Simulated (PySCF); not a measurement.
InSe: one state, many levels of theory

State: ²Π (doublet), unpaired electrons π ↑. Set-up: PySCF, scalar-relativistic core potentials, basis sets In def2-SVP with ECP28, Se def2-SVP. De refers to In + Se in their high-spin ground configurations, without counterpoise correction. The functionals are run spin-unrestricted. A positive dipole means In(−)Se(+).

```tsv
Level	Re (Å)	ωe (cm⁻¹)	De (eV)	μ (D)	CPU s a point (SCF and correlation, without the integrals)
UHF	2.675	201	1.78	-2.95	0.29
UHF-MP2	2.648	211	2.62	n/a	0.49
UHF-SCS-MP2	2.659	207	2.54	n/a	n/a
UHF-CCSD	2.659	207	2.48	n/a	n/a
UHF-CCSD(T)	2.661	206	2.56	n/a	14
LDA	2.622	209	3.60	-2.01	0.45
PBE	2.680	195	3.08	-2.39	1.2
PW91	2.677	196	3.12	-2.37	0.63
r²SCAN	2.654	203	3.00	-2.45	0.99
PBE0	2.655	203	2.94	-2.58	1.4
HSE06	2.657	202	2.98	-2.54	1.6
BHandHLYP	2.658	204	2.73	-2.74	0.75
```

Q: Which functional lies closest to UHF-CCSD(T) in De, which farthest, and by how much do they differ from it?

A: Closest is BHandHLYP (-0.3 pm in Re, -1.0 % in ωe, +0.17 eV in De against UHF-CCSD(T) in the same basis), farthest LDA (-3.9 pm in Re, +1.5 % in ωe, +1.04 eV in De). CCSD(T) converges more slowly with the basis than the functionals do and binds too weakly in this one, so the order can change at the basis-set limit.

Q: What does a quarter of exact exchange do here, going from PBE to PBE0?

A: PBE0 less PBE: -2.5 pm in Re, +4.1 % in ωe, -0.14 eV in De. Exact exchange removes part of the self-interaction that spreads semilocal densities, and in most molecules shortens and stiffens the bond and lowers De; so it does here.

Q: What does the step from GGA to meta-GGA do here, going from PBE to r²SCAN?

A: r²SCAN less PBE: -2.6 pm in Re, +4.1 % in ωe, -0.08 eV in De. 

Correlated steps freeze 13 core orbitals. Correlated levels converge slowly with the basis: in double zeta they bind strong bonds too weakly, by up to about 1 eV, and carry superposition errors of some tenths. These are scalar-relativistic numbers at best; spin–orbit coupling would shift them, the dissociation energy most. Counting both spins, an empty level lies below a filled one in some of these solutions, because spin and occupation are held. The state was picked by a PBE0 search and need not be the measured ground state.

The whole job (state search and all levels along the bond) took about 4 min on 1 thread of Oxide Virtual Turin-like (shared host), peak memory 0.75 GiB.
